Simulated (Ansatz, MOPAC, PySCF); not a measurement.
Noncovalent pair: PH3 (SMILES P) (first 4 atoms) with H2Se (SMILES [SeH2]); geometry from B3LYP-D3(BJ)/def2-TZVP.
(charge 0, multiplicity 1):
```xyz
7

P      0.116     0.076    -0.172
H     -0.638     1.265    -0.006
H      0.206     0.218    -1.582
H     -1.032    -0.753    -0.234
Se     0.268     0.119     3.464
H     -0.045    -0.370     4.817
H      0.978    -1.123     3.132
```

Interaction energies are E(AB) − E(A) − E(B) at the monomers' geometry in the complex; basis-set methods are counterpoise corrected. Rows marked so take none.

Rows in 6-31G*, STO-3G carry no dispersion term and start afresh at each structure (6-31G* with six Cartesian d functions); the Pople sets are all-electron and without relativity. MP2/6-31G* freezes PySCF's default core, which leaves 3d correlated. The state reached by AM1 isn't checked.

Codes used: Ansatz (a quantum-chemistry and plane-wave program) with Gaussian orbitals; MOPAC for AM1 (differences of heats of formation); PySCF for 6-31G* rows, STO-3G rows, the dispersion terms. Values without a source in brackets are computed.

One of these levels gives 0.19 kcal/mol for the interaction energy. Which?
A) BLYP-D3(BJ)/def2-TZVPPD
B) AM1
C) MP2/6-31G* (no counterpoise)
D) HF/STO-3G (no counterpoise)

D, HF/STO-3G (no counterpoise). The others give -0.20 (AM1), -1.72 (BLYP-D3(BJ)/def2-TZVPPD), -1.09 (MP2/6-31G* (no counterpoise))
